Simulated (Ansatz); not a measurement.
CH₇AsInN (`N[CH]([AsH2])[InH2]`). The species carries charge 0 and has multiplicity 1. In: def2 effective core potential.

Z-matrix (Å, degrees):
```
C
As 1 2.004
In 1 2.173 2 101.5
N 1 1.454 2 106.0 3 -127.6
H 1 1.091 2 104.2 3 117.4
H 2 1.532 1 95.0 3 56.1
H 2 1.538 1 96.7 3 -35.6
H 3 1.725 1 123.2 2 82.1
H 3 1.734 1 113.6 2 -90.7
H 4 1.012 1 111.6 2 85.5
H 4 1.011 1 111.2 2 -154.7
```

Problem. What are the harmonic wavenumbers in cm⁻¹ at PBE0-D4/def2-TZVP (Ansatz, finite differences of forces, unscaled)? (An estimate is asked.)

Solution. The calculation gave: 83, 96, 164, 185, 202, 241, 351, 454, 503, 569, 593, 737, 771, 849, 983, 1015, 1083, 1137, 1361, 1652, 1776, 1800, 2129, 2162, 3107, 3524, 3611.

Problem. Is this a minimum?

Solution. Yes, all 27 modes are real.

Problem. Give the ideal-gas thermochemistry at 298.15 K and 1 bar (rigid rotor, harmonic oscillator; point group C1, symmetry number 1).

Solution. Zero-point energy 186.2 kJ/mol; H(298) − E = 210.2 kJ/mol; entropy 383.8 J/(mol·K), of which translation 176.3, rotation 121.1, vibration 86.4; G(298) − E = 95.8 kJ/mol. Modes under 100 cm⁻¹ are hindered rotations or soft bends, so the harmonic entropy is rough.
